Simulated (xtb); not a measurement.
TeFI, SMILES F[Te]I. All values are semi-empirical tight-binding results from xtb (GFN2-xTB unless named), good for trends rather than for accurate numbers. Geometry: GFN2-xTB.

Computed properties:
- point group as xtb finds it = Cs
- orbital gap = 2.94 eV
- zero-point energy = 1.2 kcal/mol
- G − E(el) at 298.15 K (modified RRHO) = -18.3 kcal/mol
- static polarisability (D4 model) = 74.5 bohr³
- solvation energy, GFN2-xTB/ALPB(water) = -3.3 kcal/mol
- solvation energy, GFN2-xTB/ALPB(acetonitrile) = -6.0 kcal/mol
